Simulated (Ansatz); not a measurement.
The same path of F2H8HfN2OSi (15 atoms, charge 0, multiplicity 1) was run twice with different band settings.

Computed with RKS PBE/def2-SVP in Ansatz 0.2.0.

Relaxed end points:

```xyz
15
Properties=species:S:1:pos:R:3
Hf -0.107 0.191 -0.083
F 0.055 0.192 1.878
N 1.853 -0.014 -0.627
H 2.195 -0.473 -1.480
H 2.670 0.220 -0.050
N -0.611 2.044 -0.796
H -1.534 2.476 -0.671
H -0.016 2.691 -1.321
F -0.916 -1.242 -1.158
O -2.333 -0.066 0.812
Si -3.493 -1.221 0.265
H -2.977 -2.620 0.404
H -4.703 -1.049 1.141
H -3.812 -0.858 -1.146
H -2.198 0.011 1.779
```

```xyz
15
Properties=species:S:1:pos:R:3
Hf -0.303 0.497 -0.106
F -0.100 1.091 1.751
N 1.529 -0.388 -0.388
H 1.806 -0.913 -1.225
H 2.377 -0.178 0.152
N -0.483 2.324 -1.024
H -0.617 2.472 -2.031
H -0.189 3.216 -0.609
F -1.344 -0.609 -1.382
O -2.092 -0.448 1.027
Si -3.320 -1.440 0.303
H -2.722 -2.713 -0.196
H -4.250 -1.731 1.451
H -4.050 -0.672 -0.750
H -2.167 -0.227 1.974
```

Common settings: movable images 5; climbing image yes; spring 5.0 eV/Å²; optimiser quadratic models (default); start path through a guess of the saddle point; iteration limit 60; end points relaxed.

| run | force threshold |
| --- | --- |
| 1 | 0.03 eV/Å |
| 2 | 0.2 eV/Å |

Problem. What does each run give, and how far can it be trusted?

Solution. Run 1: converged after 30 iterations, highest image 0.023 eV above the first end. A vibrational analysis at the climbing image gives one clearly imaginary mode, 74i cm⁻¹: a first-order saddle point.
Run 2: converged after 12 iterations, highest image 0.039 eV above the first end. The threshold of 0.2 eV/Å is loose, so the images may lie well off the minimum-energy path. The order of the point at the top wasn't checked.
